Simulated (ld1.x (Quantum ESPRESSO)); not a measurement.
## Before and after: PAW potential for Mo (Z = 42)

ld1.x (Quantum ESPRESSO) 7.5 input, shortened:

```
&input
   title='Mo', zed=42., rel=1, dft='WC', iswitch=3,
   config='[Kr] 4d5 5s0 5p1'
 /
 &inputp
   pseudotype=3, lpaw=.true., tm=.true., lloc=-1, rcloc=1.90,
   nlcc=.true., new_core_ps=.true., rcore=1.95,
   which_augfun='BESSEL', rmatch_augfun=1.80
 /
6
5S  1  0   0.00   0.00  2.55  3.10  0.0
5S  1  0   0.00   0.85  2.55  3.10  0.0
5P  2  1   1.00   0.00  2.35  3.00  0.0
5P  2  1   0.00   0.45  2.35  3.00  0.0
4D  3  2   5.00   0.00  1.60  1.95  0.0
4D  3  2   0.00   0.15  1.60  1.95  0.0
 &test
   configts(1)='4d5 5s0 5p1'
 /
```

All-electron outer shells of the reference configuration (Wu–Cohen, scalar-relativistic, ld1.x):

| shell | level (eV) | outermost node (bohr) | outermost maximum (bohr) |
| --- | --- | --- | --- |
| 4s | -65.70 | 0.51 | 0.99 |
| 4p | -39.84 | 0.52 | 1.06 |
| 4d | -5.03 | 0.53 | 1.38 |
| 5s | -5.01 | 1.34 | 2.89 |
| 5p | -1.71 | 1.54 | 3.95 |

Change: wave 5p channel at 0.45 Ry: rcut 2.35, rcutus 3.00 bohr becomes 5p channel at 4.91 Ry: rcut 2.35, rcutus 3.00 bohr.

Cutoffs: the cutoffs (Ry, on a coarse ladder) from which the occupation-weighted sum of valence levels, in a spherical-Bessel basis at the reference potential, stays within 10 and 1 mRy of its value at 400 Ry; they do not see the model core or the augmentation charge, which bear on the density cutoff. Errors are all-electron minus pseudo energies relative to the spin-unpolarised reference configuration.

Q: How do hardness, ghosts and transferability respond?

A: The potential gets neither clearly harder nor softer (30 Ry and 40 Ry → 30 Ry and 40 Ry); the bound ghosts move from p, s to s; the errors of the 7 common tests hardly move.

```csv
quantity,base,changed
"cutoff, loose",30 Ry,30 Ry
"cutoff, tight",40 Ry,40 Ry
bound ghosts,"s, p",s
"error for 4d5 5s1 5p0, meV [ΔE -3.23 eV]",+1.1,+1.1
"error for 4d5 5s0 5p0, meV [ΔE 3.66 eV]",-2.4,-2.4
"error for 4d4 5s0 5p0, meV [ΔE 19.11 eV]",-69,-69
"error for 4d5 5s0.5 5p0, meV [ΔE -0.49 eV]",-0.2,-0.2
"error for 4d2 5s0 5p0, meV [ΔE 85.32 eV]",-1586,-1586
"error for 4d5.5 5s0.5 5p0, meV [ΔE -2.94 eV]",-6.6,-6.6
"error for 4d6 5s0 5p0, meV [ΔE -2.45 eV]",-23,-23
s: phases at 3.34 bohr within 0.05 rad from the reference energy up to (Ry; the scan ends near 5),2.8,2.8
p: phases at 3.34 bohr within 0.05 rad from the reference energy up to (Ry; the scan ends near 5),3.4,3.3
d: phases at 3.34 bohr within 0.05 rad from the reference energy up to (Ry; the scan ends near 5),to the end of the scan,to the end of the scan
lowest overlap eigenvalue by channel,"s 0.29, p 0.58, d 0.96","s 0.29, p 0.98, d 0.96"
```

 A true bound ghost makes a file unfit for plane-wave use even where its test errors are small: the radial tests pick states by their node count and pass the ghost by.
